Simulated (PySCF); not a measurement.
Job for PySCF: R-B3LYP/6-31G* on CCl+, 2S+1 = 1, a spin state set in the input, which need not be the lowest, a point of a bond scan (R = 1.541 Å). Charge +1.

```python
from pyscf import gto, scf, dft, mp
from pyscf.data.elements import chemcore

mol = gto.M(
    atom='''
    C     0.00000000    0.00000000    0.00000000
    Cl    0.00000000    0.00000000    1.54110000
    ''',
    basis='6-31g*',
    cart=True,
    charge=1, spin=0, verbose=3, max_memory=1800)
mf = dft.RKS(mol, xc='b3lyp')
mf.conv_tol = 1e-8
mf.max_cycle = 100
mf.kernel()
if not mf.converged:
    mf = mf.newton().run(mf.mo_coeff, mf.mo_occ)
```

The log:

```
converged SCF energy = -497.799762352839
```

The calculation finished and met its thresholds.

Cost: very roughly 0.8 core-seconds.
